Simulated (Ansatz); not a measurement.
Ansatz (an electronic-structure program) input (CAM-B3LYP/def2-TZVPD):

Ansatz 0.2 input:
```yaml
crystal:
  periodic: [false, false, false]
  atoms:
    - {symbol: Si, position_ang: [-0.90981602, 0.03036171, -0.57651487]}
    - {symbol: C, position_ang: [-1.86255620, 1.60789521, -0.50428996]}
    - {symbol: C, position_ang: [-1.33082724, -1.11951178, 0.84275451]}
    - {symbol: N, position_ang: [0.79348572, 0.35132889, -0.49331446]}
    - {symbol: Si, position_ang: [1.99759065, -0.33661729, 0.53734871]}
    - {symbol: H, position_ang: [-1.27097314, -0.63724597, -1.85609012]}
    - {symbol: H, position_ang: [-1.55116046, 2.45039887, 0.10508262]}
    - {symbol: H, position_ang: [-2.79221902, 1.76201197, -1.04227166]}
    - {symbol: H, position_ang: [-2.39278604, -1.37056659, 0.82073754]}
    - {symbol: H, position_ang: [-0.76599487, -2.05233243, 0.77410137]}
    - {symbol: H, position_ang: [-1.11470987, -0.65666185, 1.80748826]}
    - {symbol: H, position_ang: [1.14811396, 1.01164332, -1.17097471]}
    - {symbol: H, position_ang: [2.08913177, -1.81087209, 0.39174796]}
    - {symbol: H, position_ang: [3.30121378, 0.26480394, 0.17070393]}
    - {symbol: H, position_ang: [1.72643970, -0.06320411, 1.97021502]}
basis:
  gaussian:
    orbitals: def2-TZVPD
hamiltonian:
  xc: {name: CAM-B3LYP}
magnetization: {spin_polarized: true, initial_magnetization: 1}
output: {forces: true}
```

Output:

```
Functional definition: CAM-B3LYP
integrals: 0.36 GiB planned
1605 factors; their error is unknown
integrals: 0.41 GiB planned
738 factors; integrals over basis functions are off by at most 4.9e-6 eV
0.42 GiB of the device are held for the grids
2.33 GiB of device memory are held for the factors and their scratch space
mean field: 2.37 GiB planned
mean field evaluation 1: about -19472.8908 eV, gradient 5.1e1 eV
mean field evaluation 2: about -19470.7098 eV, gradient 5.3e1 eV
mean field evaluation 4: about -19482.8703 eV, gradient 2.4e0 eV
mean field evaluation 8: about -19482.8988 eV, gradient 1.5e-1 eV
mean field evaluation 16: about -19482.8858 eV, gradient 5.4e-4 eV
mean field -19482.88576407 eV, -715.9828458554 hartree, gradient 2.3e-5 eV, S^2 0.753673; 0 other end points of the search recorded, 0 dependent functions left out
the calculation of the forces begins
reference -19482.88593870 eV, -715.9828522730 hartree; 29, 28 occupied and 258, 259 virtual orbitals, 1605 factors
Total energy: -19482.88593870 eV, -715.9828522730 hartree
Atom 0 at    -0.909816     0.030362    -0.576515 Å, force     0.040441    -0.021306     0.091371 eV/Å
Atom 1 at    -1.862556     1.607895    -0.504290 Å, force     0.022499    -0.033312    -0.007211 eV/Å
Atom 2 at    -1.330827    -1.119512     0.842755 Å, force     0.024013     0.066701    -0.090698 eV/Å
Atom 3 at     0.793486     0.351329    -0.493314 Å, force    -0.026122    -0.064072     0.054217 eV/Å
Atom 4 at     1.997591    -0.336617     0.537349 Å, force    -0.039283     0.046962    -0.064089 eV/Å
Atom 5 at    -1.270973    -0.637246    -1.856090 Å, force     0.014973     0.023472     0.033338 eV/Å
Atom 6 at    -1.551160     2.450399     0.105083 Å, force    -0.011770    -0.016217    -0.015780 eV/Å
Atom 7 at    -2.792219     1.762012    -1.042272 Å, force     0.022709    -0.004191     0.012448 eV/Å
Atom 8 at    -2.392786    -1.370567     0.820738 Å, force     0.030595     0.003020     0.002882 eV/Å
Atom 9 at    -0.765995    -2.052332     0.774101 Å, force    -0.027469     0.025623     0.006736 eV/Å
Atom 10 at    -1.114710    -0.656662     1.807488 Å, force    -0.012897    -0.018698    -0.021155 eV/Å
Atom 11 at     1.148114     1.011643    -1.170975 Å, force    -0.004262    -0.026414     0.027952 eV/Å
Atom 12 at     2.089132    -1.810872     0.391748 Å, force     0.000225     0.044930     0.001295 eV/Å
Atom 13 at     3.301214     0.264804     0.170704 Å, force    -0.044896    -0.020731     0.012160 eV/Å
Atom 14 at     1.726440    -0.063204     1.970215 Å, force     0.011246    -0.005768    -0.043466 eV/Å
Dipole moment:    -0.085895     0.144095    -0.029946 e Å
```

It need not be the lowest isomer of its formula.
